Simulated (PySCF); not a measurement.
**What builds the second ionisation energy along group 12**

Calculated with PySCF 2.14 from differences of total energies of unrestricted determinants, without spin-orbit coupling. Each column adds one step, in eV (sums use unrounded values): valence MP2, valence CCSD, valence triples, then the next inner shell at CCSD(T) (Zn 3s 3p, Cd 4s 4p, Hg 5s 5p). References (NIST) marked * lie between the lowest fine-structure levels; the others compare directly ((s) semi-empirical, (t) theoretical).

```csv
element,UHF,+ MP2,+ CCSD,+ (T),+ inner shell,sum,reference
"Zn [Ar] 3d10 4s1 → [Ar] 3d10 (ANO-RCC-VTZP, spin-free X2C)",16.889,1.018,-0.113,0.076,0.049,17.920,17.964
"Cd [Kr] 4d10 5s1 → [Kr] 4d10 (ANO-RCC-VTZP, spin-free X2C)",15.589,1.221,-0.123,0.074,0.099,16.860,16.908
"Hg [Xe] 4f14 5d10 6s1 → [Xe] 4f14 5d10 (ANO-RCC-VTZP, spin-free X2C)",17.135,1.511,-0.234,0.086,0.105,18.603,18.757
```

What remains against the references is mostly basis incompleteness.

These are valence bases, so the inner-shell step is incomplete.
